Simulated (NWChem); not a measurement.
System: SiCl cation, singlet

NWChem input:

```
start job
memory heap 200 mb stack 900 mb global 1100 mb
charge 1
geometry units angstroms noautosym nocenter noautoz
  Si     0.000000     0.000000    -1.082329
  Cl     0.000000     0.000000     0.896538
end
basis spherical
  * library 6-31+g*
end
dft
  xc xpbe96 cpbe96
  iterations 150
end
property
  response 1 0.0
end
task dft property
```

Excerpt of the output:

```
             Northwest Computational Chemistry Package (NWChem) 7.3.0
             --------------------------------------------------------

                             Geometry "geometry" -> ""
                             -------------------------

 Output coordinates in angstroms (scale by  1.889725989 to convert to a.u.)

  No.       Tag          Charge          X              Y              Z
 ---- ---------------- ---------- -------------- -------------- --------------
    1 Si                  14.0000     0.00000000     0.00000000    -1.08232900
    2 Cl                  17.0000     0.00000000     0.00000000     0.89653800

 Effective nuclear repulsion energy (a.u.)      63.6445932253

  pbe96 is a nonlocal functional; adding pw91lda local functional.
                              NWChem Property Module
                              ----------------------

                                 NWChem DFT Module
                                 -----------------

 Summary of "ao basis" -> "ao basis" (spherical)
 ------------------------------------------------------------------------------
       Tag                 Description            Shells   Functions and Types
 ---------------- ------------------------------  ------  ---------------------
 Si                         6-31+g*                 10       22   5s4p1d
 Cl                         6-31+g*                 10       22   5s4p1d

            General Information
            -------------------
          SCF calculation type: DFT
          Wavefunction type:  closed shell.
          No. of atoms     :     2
          No. of electrons :    30
           Alpha electrons :    15
            Beta electrons :    15
          Charge           :     1
          Spin multiplicity:     1
          Use of symmetry is: off; symmetry adaption is: off
          Maximum number of iterations: 150
          AO basis - number of functions:    44
                     number of shells:    20
          Convergence on energy requested:  1.00D-06
          Convergence on density requested:  1.00D-05
          Convergence on gradient requested:  5.00D-04

              XC Information
              --------------
          PerdewBurkeErnzerhof Exchange Functional  1.000
            Perdew 1991 LDA Correlation Functional  1.000 local
           PerdewBurkeErnz. Correlation Functional  1.000 non-local

             Grid Information
             ----------------
          Grid used for XC integration:  medium
          Radial quadrature: Mura-Knowles
          Angular quadrature: Lebedev.
          Tag              B.-S. Rad. Rad. Pts. Rad. Cut. Ang. Pts.
          ---              ---------- --------- --------- ---------
          Si                  1.10       88          11.0       590
          Cl                  1.00       88          11.0       590
          Grid pruning is: on
          Number of quadrature shells:   176
          Spatial weights used:  Erf1

      Superposition of Atomic Density Guess
      -------------------------------------

 Sum of atomic energies:        -748.26902231

 Renormalizing density from      31.00 to     30

      Non-variational initial energy
      ------------------------------

 Total energy =    -733.200184
 1-e energy   =   -1124.696534
 2-e energy   =     327.851757
 HOMO         =      -0.716801
 LUMO         =      -0.371799

   convergence    iter        energy       DeltaE   RMS-Dens  Diis-err
 ---------------- ----- ----------------- --------- --------- ---------
 d= 0,ls=0.0,diis     1   -748.8302796997 -8.12D+02  8.05D-02  1.48D+00
 d= 0,ls=0.0,diis     2   -746.2378975131  2.59D+00  7.15D-02  1.22D+01
 d= 0,ls=0.0,diis     3   -748.9846593158 -2.75D+00  1.45D-02  1.26D-01
 d= 0,ls=0.0,diis     4   -749.0116424049 -2.70D-02  2.83D-03  1.59D-02
 d= 0,ls=0.0,diis     5   -749.0142052205 -2.56D-03  6.74D-04  1.22D-03
  Resetting Diis
 d= 0,ls=0.0,diis     6   -749.0143850055 -1.80D-04  1.91D-04  8.97D-05
 d= 0,ls=0.0,diis     7   -749.0144033464 -1.83D-05  9.55D-05  9.60D-07
 d= 0,ls=0.0,diis     8   -749.0144023304  1.02D-06  5.72D-05  6.26D-06
 d= 0,ls=0.0,diis     9   -749.0144035773 -1.25D-06  7.71D-06  1.93D-08
 d= 0,ls=0.0,diis    10   -749.0144035822 -4.96D-09  3.72D-07  2.92D-10

         Total DFT energy =     -749.014403582230
      One electron energy =    -1154.115484394958
           Coulomb energy =      389.951021798734
    Exchange-Corr. energy =      -48.494534211286
 Nuclear repulsion energy =       63.644593225279

 Numeric. integr. density =       30.000000144452

                       DFT Final Molecular Orbital Analysis
                       ------------------------------------

 Vector   13  Occ=2.000000D+00  E=-5.794440D-01
              MO Center=  3.5D-09, -3.1D-09,  6.5D-01, r^2= 1.4D+00
   Bfn.  Coefficient  Atom+Function         Bfn.  Coefficient  Atom+Function
  ----- ------------  ---------------      ----- ------------  ---------------
    29      0.514751  2 Cl px                30     -0.481572  2 Cl py
    33      0.234600  2 Cl px                34     -0.219478  2 Cl py
    25     -0.199842  2 Cl px                26      0.186961  2 Cl py
     7      0.170484  1 Si px                 8     -0.159495  1 Si py
     3     -0.062829  1 Si px                 4      0.058779  1 Si py

[...]

 DFT Linear Response polarizability / au
 Frequency  =       0.0000000 / au
              X              Y              Z
 -----------------------------------------------
 X      20.9239588      0.0000000     -0.0000000
 Y       0.0000000     20.9239588      0.0000001
 Z      -0.0000000      0.0000001     43.8946016
 -----------------------------------------------
 Eigenvalues =      20.9239588     20.9239588     43.8946016
 Isotropic   =      28.5808398
 Anisotropic =      22.9706428
 -----------------------------------------------

 Magnetic Dipole Response Matrix (nonzero elements):

 Exiting AOResponse driver routine
```

Level: PBE/6-31+G* (spherical d). Low-valent species are run as closed-shell singlets; no triplet was tried in these runs. The geometry was optimised at B3LYP/6-31G* (spherical d).
